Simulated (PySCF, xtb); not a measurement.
1-chloroethenyl(methyl)silane (C3H7ClSi), SMILES C=C(Cl)[SiH2]C. The values are those of a single conformer.

Harmonic wavenumbers (cm⁻¹) from xtb 6.7.1 with GFN2-xTB at its own minimum, in rising order: 39, 119, 123, 196, 325, 360, 462, 529, 584, 674, 691, 749, 761, 784, 828, 841, 892, 1075, 1367, 1384, 1476, 1480, 1656, 2230, 2242, 3033, 3037, 3044, 3089, 3125.

What does B3LYP-D3(BJ)/def2-SVP (PySCF) give at its own minimum? (An estimate is asked for; the answer gives what the named calculation found.)

67, 139, 158, 225, 334, 400, 502, 534, 677, 695, 716, 764, 779, 889, 909, 930, 953, 1101, 1270, 1388, 1432, 1439, 1668, 2216, 2224, 3035, 3129, 3134, 3135, 3234. Paired by order, the mean absolute difference is 44 cm⁻¹ and the zero-point energies are 53.2 and 54.4 kcal/mol.
